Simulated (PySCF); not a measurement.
In(AsH2)(F)2 (AsF₂H₂In), SMILES [F][In]([F])[AsH2].

Coordinates come from a B3LYP-D3(BJ)/def2-SVP optimisation. The structure was generated by enumeration; whether it is a known compound was not checked. The def2 effective core potentials stand for the cores of In; spin–orbit coupling is left out.

Calculation: PBE/def2-TZVP (PySCF).

Computed frontier levels, gap, dipole moment and polarisability:
The highest occupied level comes out as -7.41 eV. The lowest empty level is -3.28 eV and the orbital gap comes out as 4.12 eV. The dipole moment comes out as 4.36 D. The quadrupole, principal values (traceless, Buckingham form, about the centre of nuclear charge) comes out as -5.52, -5.04, 10.56 D·Å and the mean static polarisability is 69.2 bohr³ (10.25 Å³). The polarisability, principal values is 51.4, 60.9, 95.3 bohr³.
